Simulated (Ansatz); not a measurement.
Potential energy curve for GaH (anion, charge -1), lowest doublet found (which spin is the ground state isn't settled by this scan).

Methods: UKS-PBE = Ansatz (a program for electronic structure) with unrestricted PBE/aug-cc-pVTZ; UKS-B3LYP = unrestricted B3LYP/aug-cc-pVTZ run with Ansatz; FCI = full CI/aug-cc-pVTZ, cores with 3d frozen (Ansatz).

Energies relative to the lowest point of each curve between 1.41 and 2.06 Å, where full CI is lowest, in eV; the last columns give the error against full CI:

```json
[
 {"R / Å": "1.09", "UKS-PBE": "4.142", "UKS-B3LYP": "4.146", "FCI": "4.393", "UKS-PBE − FCI": "-0.251", "UKS-B3LYP − FCI": "-0.247"},
 {"R / Å": "1.20", "UKS-PBE": "2.272", "UKS-B3LYP": "2.263", "FCI": "2.422", "UKS-PBE − FCI": "-0.150", "UKS-B3LYP − FCI": "-0.159"},
 {"R / Å": "1.26", "UKS-PBE": "1.592", "UKS-B3LYP": "1.579", "FCI": "1.700", "UKS-PBE − FCI": "-0.108", "UKS-B3LYP − FCI": "-0.121"},
 {"R / Å": "1.34", "UKS-PBE": "0.946", "UKS-B3LYP": "0.931", "FCI": "1.012", "UKS-PBE − FCI": "-0.066", "UKS-B3LYP − FCI": "-0.081"},
 {"R / Å": "1.41", "UKS-PBE": "0.562", "UKS-B3LYP": "0.548", "FCI": "0.603", "UKS-PBE − FCI": "-0.041", "UKS-B3LYP − FCI": "-0.056"},
 {"R / Å": "1.46", "UKS-PBE": "0.367", "UKS-B3LYP": "0.354", "FCI": "0.395", "UKS-PBE − FCI": "-0.028", "UKS-B3LYP − FCI": "-0.041"},
 {"R / Å": "1.51", "UKS-PBE": "0.224", "UKS-B3LYP": "0.213", "FCI": "0.242", "UKS-PBE − FCI": "-0.017", "UKS-B3LYP − FCI": "-0.029"},
 {"R / Å": "1.55", "UKS-PBE": "0.140", "UKS-B3LYP": "0.131", "FCI": "0.152", "UKS-PBE − FCI": "-0.011", "UKS-B3LYP − FCI": "-0.021"},
 {"R / Å": "1.60", "UKS-PBE": "0.068", "UKS-B3LYP": "0.061", "FCI": "0.073", "UKS-PBE − FCI": "-0.006", "UKS-B3LYP − FCI": "-0.013"},
 {"R / Å": "1.67", "UKS-PBE": "0.013", "UKS-B3LYP": "0.010", "FCI": "0.014", "UKS-PBE − FCI": "-0.001", "UKS-B3LYP − FCI": "-0.004"},
 {"R / Å": "1.72", "UKS-PBE": "0.000", "UKS-B3LYP": "0.000", "FCI": "0.000", "UKS-PBE − FCI": "0.000", "UKS-B3LYP − FCI": "0.000"},
 {"R / Å": "1.82", "UKS-PBE": "0.023", "UKS-B3LYP": "0.028", "FCI": "0.024", "UKS-PBE − FCI": "-0.001", "UKS-B3LYP − FCI": "0.005"},
 {"R / Å": "1.91", "UKS-PBE": "0.081", "UKS-B3LYP": "0.091", "FCI": "0.086", "UKS-PBE − FCI": "-0.005", "UKS-B3LYP − FCI": "0.006"},
 {"R / Å": "2.06", "UKS-PBE": "0.224", "UKS-B3LYP": "0.241", "FCI": "0.237", "UKS-PBE − FCI": "-0.013", "UKS-B3LYP − FCI": "0.004"},
 {"R / Å": "2.25", "UKS-PBE": "0.442", "UKS-B3LYP": "0.464", "FCI": "0.465", "UKS-PBE − FCI": "-0.023", "UKS-B3LYP − FCI": "-0.001"},
 {"R / Å": "2.43", "UKS-PBE": "0.653", "UKS-B3LYP": "0.677", "FCI": "0.683", "UKS-PBE − FCI": "-0.030", "UKS-B3LYP − FCI": "-0.007"},
 {"R / Å": "2.69", "UKS-PBE": "0.933", "UKS-B3LYP": "0.955", "FCI": "0.972", "UKS-PBE − FCI": "-0.039", "UKS-B3LYP − FCI": "-0.016"},
 {"R / Å": "3.00", "UKS-PBE": "1.209", "UKS-B3LYP": "1.228", "FCI": "1.259", "UKS-PBE − FCI": "-0.050", "UKS-B3LYP − FCI": "-0.031"},
 {"R / Å": "3.38", "UKS-PBE": "1.463", "UKS-B3LYP": "1.479", "FCI": "1.531", "UKS-PBE − FCI": "-0.069", "UKS-B3LYP − FCI": "-0.052"},
 {"R / Å": "3.86", "UKS-PBE": "1.668", "UKS-B3LYP": "1.687", "FCI": "1.777", "UKS-PBE − FCI": "-0.109", "UKS-B3LYP − FCI": "-0.090"},
 {"R / Å": "4.47", "UKS-PBE": "1.797", "UKS-B3LYP": "1.825", "FCI": "1.980", "UKS-PBE − FCI": "-0.183", "UKS-B3LYP − FCI": "-0.155"},
 {"R / Å": "5.17", "UKS-PBE": "1.849", "UKS-B3LYP": "1.892", "FCI": "2.120", "UKS-PBE − FCI": "-0.272", "UKS-B3LYP − FCI": "-0.228"}
]
```

UKS-PBE is furthest from FCI at 5.17 (-0.272 eV, below); its mean absolute error over the points is 0.067 eV.

UKS-B3LYP is furthest from FCI at 1.09 (-0.247 eV, below); its mean absolute error over the points is 0.062 eV.

The unrestricted determinant behind UKS-PBE, UKS-B3LYP is spin-contaminated at 3.86 to 5.17 Å (<S²> up to 1.1, against 0.75 for a pure doublet). Where the anion isn't bound against loss of the electron, the finite basis alone holds it. Also computed but left out beside FCI, since their determinant holds another spin at the minimum (<S²> over 0.7 above the pure value): UHF/STO-3G.
